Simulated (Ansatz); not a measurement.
`C[SiH2]OC(=N)F` + `[OH][Al]([OH])[SiH3]` → `C[O][Al]([OH])[SiH3]` + `N=C(F)O[SiH3]`  (substitution at a C–Si bond)

Gas-phase electronic energies from Ansatz, PBE0-D4/def2-TZVP geometries. CBS: MP2 limit from def2 TZ/QZ plus the TZ coupled-cluster correction, frozen cores. Functionals use def2-TZVPP. One conformer a species, not always the lowest.

```
         level  ΔE (kcal/mol)
        B97M-V           27.2
MP2/def2-TZVPP           28.0
```

(1) What does CCSD(T)/CBS give? (An estimate is asked.)

Largest T1 diagnostic among the species: 0.013.

## Answers

(1) Ansatz gave: +27.3 kcal/mol. The listed levels differ from it by -0.1, 0.7 kcal/mol.

At CCSD(T), def2-SVP lies −6.3 kcal/mol from the extrapolated value and def2-TZVPP −1.1 kcal/mol. Leaving LDA and LC-ωPBE aside and taking each functional with its dispersion term where it has one, the values, not all of them listed here, spread over 2.7 kcal/mol, from BLYP-D4 to PBE-QIDH. In def2-TZVPP, CCSD(T) changes the Hartree–Fock value by +3.2 kcal/mol (the triples alone add +0.2 kcal/mol) and MP2 by +5.0 kcal/mol.

CCSD(T)/CBS has its own doubt, a few kJ/mol and more with outer-core shells, so smaller differences from it don't rank the levels.
